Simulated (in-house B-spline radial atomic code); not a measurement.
A fraction x of an electron is removed from 3d in Sb+, starting from [Kr] 4d10 5s2 5p2 and keeping the highest spin. Computed with an all-electron radial atomic-structure program (B-spline basis): scalar-relativistic (X2C) BP86, spin-polarised, spherical fractional occupations, Fermi nucleus of rms radius 4.6802 fm.

```json
{"x": "0", "E(x) - E(0) (eV)": "0.0000", "3d down level (eV)": "-523.860"}
{"x": "0.08", "E(x) - E(0) (eV)": "42.0460", "3d down level (eV)": "-527.293"}
{"x": "0.17", "E(x) - E(0) (eV)": "89.6770", "3d down level (eV)": "-531.177"}
{"x": "0.34", "E(x) - E(0) (eV)": "180.6049", "3d down level (eV)": "-538.576"}
{"x": "0.49", "E(x) - E(0) (eV)": "261.8848", "3d down level (eV)": "-545.169"}
{"x": "0.5", "E(x) - E(0) (eV)": "267.3387", "3d down level (eV)": "-545.611"}
{"x": "0.62", "E(x) - E(0) (eV)": "?", "3d down level (eV)": "?"}
{"x": "0.73", "E(x) - E(0) (eV)": "?", "3d down level (eV)": "?"}
{"x": "0.75", "E(x) - E(0) (eV)": "405.1289", "3d down level (eV)": "-556.738"}
{"x": "0.89", "E(x) - E(0) (eV)": "483.5127", "3d down level (eV)": "-563.039"}
{"x": "1", "E(x) - E(0) (eV)": "545.7210", "3d down level (eV)": "-568.025"}
```

(1) What belongs in the row x = 0.62?

(2) What belongs in the row x = 0.73?

(3) Check Janak's theorem between x = 0.08 and 0.17.

Answers

(1) An energy change of 333.1308 eV; 3d down at -550.932 eV.

(2) An energy change of 394.0031 eV; 3d down at -555.842 eV.

(3) The slope of the energy is 529.23 eV; the orbital levels give 529.24 eV (-ε of the emptying orbital, averaged over the two points).
